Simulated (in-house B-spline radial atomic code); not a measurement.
A fraction x of an electron is removed from 4f in Tb5+, starting from [Kr] 4d10 4f7 5s2 5p5 and keeping the highest spin. All numbers are computed (scalar-relativistic (X2C) revTPSS, spin-polarised, spherical fractional occupations; Fermi nucleus of rms radius 5.06 fm) with a B-spline radial code for spherical atoms, not measured.

```
   x  E(x) - E(0) (eV)  4f up level (eV)
   0            0.0000           -73.274
0.08            5.9338           -75.073
0.16           12.0120           -76.884
0.32           24.6054           -80.543
0.38                 ?                 ?
 0.5           39.4780           -84.717
0.62           49.8128           -87.534
0.67           54.2190           -88.715
0.86           71.5042           -93.246
0.88                 ?                 ?
   1           84.7948           -96.626
```

(1) What belongs in the row x = 0.38?

(2) What belongs in the row x = 0.88?

(3) Check Janak's theorem between x = 0.08 and 0.16.

Answers

(1) An energy change of 29.4795 eV; 4f up at -81.928 eV.

(2) An energy change of 73.3740 eV; 4f up at -93.727 eV.

(3) The slope of the energy is 75.98 eV; the orbital levels give 75.98 eV (-ε of the emptying orbital, averaged over the two points).
